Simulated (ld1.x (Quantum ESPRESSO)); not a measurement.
# N: variants of one PAW potential

Base potential:

nitrogen, PAW, made with ld1.x (Quantum ESPRESSO) 7.5 (PBE, scalar-relativistic). Core [He], reference 2s2 2p3. Waves: 2s (bound): rcut 0.55, rcutus 0.70 bohr; 2s channel at 0.65 Ry: rcut 0.55, rcutus 0.70 bohr; 2p (bound): rcut 1.55, rcutus 2.00 bohr; 2p channel at 0.4 Ry: rcut 1.55, rcutus 2.00 bohr; 3d channel at -0.15 Ry: rcut 1.70, rcutus 2.10 bohr; 3d channel at 1.75 Ry: rcut 1.70, rcutus 2.10 bohr. Local part: all-electron potential smoothed inside 1.15 bohr (lloc = -1). Core correction: a·sin(br)/r model core, default radius (ld1.x builds one for every PAW set, though the input has nlcc=.false.). Augmentation charge: PSQ, inside the norm-conserving radii.

All-electron outer shells of the reference configuration (PBE, scalar-relativistic, ld1.x):

```csv
shell,level (eV),outermost node (bohr),outermost maximum (bohr)
1s,-384.72,–,0.15
2s,-18.58,0.32,1.02
2p,-7.09,–,0.98
```

Cutoffs, loose and tight: the cutoffs (Ry, on a coarse ladder) from which the occupation-weighted sum of valence levels, in a spherical-Bessel basis at the reference potential, stays within 10 and 1 mRy of its value at 400 Ry. They do not see the model core or the augmentation charge, which bear on the density cutoff. Test errors are all-electron minus pseudo excitation energies from the reference, over the configurations 2s2 2p2; 2s2 2p1; 2s2 2p0; 2s0 2p5; 2s1 2p3; 2s1 2p0; 2s2 2p3.3. A dash means not determined; rows that change the core or the reference have their own tests.

A true bound ghost makes a file unfit for plane-wave use even where its test errors are small: the radial tests pick states by their node count and pass the ghost by.

Cutoffs are not given where the Bessel-basis levels miss the radial ones by over 6 mRy, ghosts where they miss by over 20 mRy; a channel whose overlap is not positive is not tested.

The default core radius of the base comes out at 0.41 bohr.

A file whose overlap is not positive is unfit for use, and its test errors describe a broken file.

| change | outcome | cutoff, loose | cutoff, tight | bound ghosts | largest test error (meV) |
| --- | --- | --- | --- | --- | --- |
| base | generated | 80 Ry | 90 Ry | s | -178 |
| local potential all-electron potential smoothed inside 2.18 bohr (lloc = -1) | generated | 70 Ry | 90 Ry | s | -670 |
| local potential all-electron potential smoothed inside 1.75 bohr (lloc = -1) | generated | 70 Ry | 90 Ry | none | +15 |
| all radii but the core radius scaled by about 1.26 (s 0.88, p 2.52, d 2.64 bohr, rcut 0.70/1.96/2.14); local potential all-electron potential smoothed inside 1.44 bohr (lloc = -1) | generated, overlap not positive | – | – | not determined (overlap not positive) | -82 |
| type TM; waves now 2s (bound): rc 0.70 bohr; 2p (bound): rc 2.00 bohr; 3d channel at -0.15 Ry: rc 2.10 bohr; local potential all-electron potential smoothed inside 0.95 bohr (lloc = -2); core correction none | generated | 140 Ry | 300 Ry | none | +2826 |
| waves 3d channel at -0.15 Ry: rcut 1.70, rcutus 2.20 bohr; 3d channel at 1.75 Ry: rcut 1.70, rcutus 2.20 bohr | generated | 80 Ry | 90 Ry | s | -178 |
| reference 2s2 2p1 | generated | 80 Ry | 90 Ry | s | -23 |
| wave 3d channel at -0.15 Ry: rcut 1.70, rcutus 2.10 bohr becomes 3d channel at 1.73 Ry: rcut 1.70, rcutus 2.10 bohr | generated | 80 Ry | 90 Ry | s | -178 |

What comes out with this change to the base: core correction a·sin(br)/r model core inside 0.36 bohr?

outcome: generated; cutoff, loose: 80 Ry; cutoff, tight: 90 Ry; bound ghosts: s; largest test error (meV): -236.
